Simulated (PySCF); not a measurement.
## Relaxing a trial structure of HInOSe

The starting geometry of this gas-phase singlet was optimised with GFN2-xTB.

```csv
atom,x (Å),y (Å),z (Å)
In,-1.6357,-0.2517,-0.4547
O,-2.0501,-1.9675,0.4005
Se,-0.3212,1.7661,-0.7261
H,-2.7470,-2.5983,0.2286
```

**Question.** Predict what it relaxes into with B3LYP-D3(BJ)/def2-SVP.

**Answer.** It keeps its bonds.

The energy falls by 0.22 eV over 9 steps:

| step | E − E(last) (eV) |
| --- | --- |
| 1 | 0.225 |
| 2 | 0.122 |
| 3 | 0.054 |
| 4 | 0.006 |
| 5 | 0.002 |
| 6 | 0.000 |
| 7 | 0.000 |
| 8 | 0.000 |
| 9 | 0.000 |

Final geometry (Å):

```
atom    x (Å)    y (Å)    z (Å)
  In  -1.3717  -0.3275  -0.1698
   O  -2.0310  -2.0798   0.4918
  Se  -0.5119   1.7305  -0.8712
   H  -2.8162  -2.3786   0.0075
```

No frequencies were run, so the end isn't proven a minimum. Atoms past krypton carry core potentials, without spin–orbit terms. Run with PySCF 2.14.0, 36 s on 2 threads of Arm Neoverse V1 (shared host).
